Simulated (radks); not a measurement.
Charge is removed step by step from the 4p3/2 level of the cadmium ion Cd+, starting from [Ar] 3d10 4s2 4p(1/2: 2, 3/2: 4) 4d10 5s1. All-electron calculation, Dirac Kohn-Sham, LDA (Slater exchange, Perdew-Wang correlation), spin-unpolarised, spherical densities, finite nucleus; Fermi nuclear charge, rms radius 4.6087 fm. Program: a radial shooting solver on a logarithmic mesh with Libxc functionals.

[
 {"removed (e)": "0", "E - E(0) (eV)": "0.000", "eigenvalue (eV)": "-74.054", "E minus straight line (eV)": "0.000"},
 {"removed (e)": "0.25", "E - E(0) (eV)": "19.001", "eigenvalue (eV)": "-77.973", "E minus straight line (eV)": "-1.520"},
 {"removed (e)": "0.5", "E - E(0) (eV)": "38.996", "eigenvalue (eV)": "-82.011", "E minus straight line (eV)": "-2.046"},
 {"removed (e)": "0.75", "E - E(0) (eV)": "60.016", "eigenvalue (eV)": "-86.160", "E minus straight line (eV)": "-1.548"},
 {"removed (e)": "1", "E - E(0) (eV)": "82.085", "eigenvalue (eV)": "-90.410", "E minus straight line (eV)": "0.000"}
]

Removing the whole electron costs 82.085 eV by Delta-SCF, against 74.054 eV from minus the eigenvalue at the starting occupation. Slater's transition state (half an electron removed) gives 82.011 eV. Integrating minus the eigenvalue over the occupation (Janak's theorem) gives 82.085 eV. The mean slope of the eigenvalue, de/dn, is 16.4 eV per electron.
